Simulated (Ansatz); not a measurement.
# CCSD(T) forces

SbH3S (SMILES [SH][SbH2]), closed shell, displaced at random from a GFN2-xTB minimum.

S1  (0.680, -0.914, 0.872)
Sb2  (-0.390, 0.331, -0.771)
H3  (0.415, -2.162, 0.422)
H4  (-1.417, 1.108, 0.315)
H5  (0.664, 1.596, -0.677)
(Å)

Ansatz 0.2.0; basis: def2-TZVPP; cores frozen in the correlated methods. Filled d shells of the heavier atoms are correlated. Core potentials replace the inner electrons of the atoms past krypton. The def2 sets are not built for correlating such inner shells, so the correlated values are less sure here.

CCSD(T) forces from the calculation:
```tsv
atom	Fx	Fy	Fz (eV/Å)
S1	0.856	-1.159	1.232
Sb2	-1.185	0.021	-1.264
H3	-0.029	0.470	-0.103
H4	-0.221	0.132	0.092
H5	0.579	0.536	0.043
```

Root-mean-square difference of the force components from those of CCSD(T): PBE0-D4 0.109; wB97M-V 0.045; r2SCAN-D4 0.120; PBE-D4 0.267; SPW92 0.254; BLYP-D4 0.334 eV/Å.

No T1 diagnostic of these runs exceeds 0.013. These are differences at one structure, and CCSD(T) in triple zeta is itself an approximation.

For scale, one of the runs: CCSD(T)/def2-TZVPP forces, 134 basis functions (an equivalent command: `ansatz run in.yaml --threads 4`). The run took 72 s on 4 CPU threads (shared host), with 1.3 GiB of host memory at its peak.
